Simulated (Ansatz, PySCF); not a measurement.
Reaction (SMILES): O[SiH2]O [dihydroxysilane] -> O[SiH-]O + H+
Geometries: B3LYP-D3(BJ)/def2-TZVP minima from Ansatz (a quantum-chemistry and plane-wave program), one conformer each, not searched for the lowest. Frequencies are from Ansatz or PySCF.

Wanted: gas-phase deprotonation energy (enthalpy at 298 K, with B3LYP-D3(BJ) rigid-rotor harmonic-oscillator terms), in eV. Cores are frozen in the correlated levels unless marked. No spin-orbit coupling. No relativistic terms. Anions need diffuse functions: aug- sets have them; def2-D sets add few; the other sets have none. Basis-set limits of correlation are two-point, X^-3; Hartree-Fock from the larger set.

| level | program | gas-phase deprotonation energy (eV) |
|---|---|---|
| revPBE-D3(BJ)/def2-TZVPD | Ansatz + dftd3 | 16.41 |
| PBE0/def2-SVP | Ansatz | 16.83 |
| r2SCANh-D4/def2-TZVPD | Ansatz + dftd4 | 16.65 |
| B2PLYP-D3(BJ)/def2-TZVPD | Ansatz + dftd3 | 16.57 |
| MP2/6-31G* | Ansatz | 16.90 |
| MP2/aug-cc-pV(T+d)Z | Ansatz | 16.59 |
| MP2/cc-pwCVTZ | Ansatz | 16.95 |

Estimate the value at CCSD(T)/CBS(aug-cc-pV(T+d)Z,aug-cc-pV(Q+d)Z) as computed with Ansatz.

16.62 eV, so MP2/cc-pwCVTZ differs from it by 0.33 eV.
